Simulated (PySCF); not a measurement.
```xyz
4
charge 0 multiplicity 6, angstrom
Fe   -0.0930    0.0000    0.0531
O     0.1227    0.0000    1.6636
O     0.0759    0.0000   -1.7243
H     0.8030    0.0000   -2.3476
```

Level of theory: UPBE0/[Fe def2-SVP, O def2-SVP, H def2-SVP], no relativity, density fitting, PySCF.

This geometry of FeO(OH) is a stationary point at this level.

Q: What is the point group?

A: Cs.

Q: Is it a minimum?

A: Yes: all harmonic wavenumbers are real.

Q: Which band is strongest in the infrared?

A: 374 cm⁻¹ (a'), 216 km/mol.

Q: Give the ideal-gas entropy at 298.15 K and 1 bar by parts.

A: translation 164.8, rotation 88.2, vibration 37.2, spin 14.9; total 305.1 J/(mol K).

Q: What is the atomisation energy, with and without zero-point energy?

A: 1178 kJ/mol without, 1141 kJ/mol with.

This need not be the most stable arrangement of these atoms. With open d or f shells other occupations or spin states may lie lower.
